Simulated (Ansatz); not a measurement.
`C[SiH2]C[SiH2]O`. Total charge 0; spin multiplicity 1. The structure was optimised at the PBE0-D4/def2-TZVP level. It is one conformer, not always the lowest.

```xyz
15

C     0.022    2.141    0.559
Si   -1.246    0.783    0.339
C    -0.567   -0.649   -0.668
Si    0.958   -1.456    0.033
O     1.354   -2.866   -0.730
H     0.367    2.514   -0.409
H    -0.405    2.982    1.110
H     0.894    1.783    1.112
H    -2.452    1.335   -0.341
H    -1.674    0.275    1.672
H    -1.353   -1.408   -0.751
H    -0.355   -0.290   -1.682
H     2.090   -0.489   -0.047
H     0.737   -1.840    1.448
H     1.631   -2.815   -1.645
```

(1) What is the dipole moment at PBE/def2-TZVPP? (An estimate is asked.)

(2) And with r2SCAN, B3LYP, ωB97M-V? (Estimate.)

(3) Give the Mulliken charges with PBE, ωB97M-V, B3LYP in def2-TZVPP. (Estimate.)

## Answers

(1) The calculation gave: 1.93 D, with components (0.31, 0.85, -1.70) D in this frame, pointing from negative to positive charge.

(2) Computed: r2SCAN 1.97 D, B3LYP 1.94 D, ωB97M-V 1.97 D.

(3) The calculation gave: 
```
atom    PBE  ωB97M-V  B3LYP
  C1  -0.37    -0.45  -0.38
 Si2   0.23     0.26   0.32
  C3  -0.29    -0.43  -0.33
 Si4   0.38     0.40   0.47
  O5  -0.36    -0.38  -0.40
  H6   0.10     0.12   0.10
  H7   0.11     0.12   0.10
  H8   0.11     0.12   0.11
  H9  -0.07    -0.04  -0.09
 H10  -0.07    -0.03  -0.08
 H11   0.11     0.13   0.10
 H12   0.09     0.12   0.09
 H13  -0.10    -0.07  -0.11
 H14  -0.07    -0.03  -0.08
 H15   0.18     0.17   0.18
```

B3LYP here is the variant with VWN-RPA as its local correlation; programs differ in this.
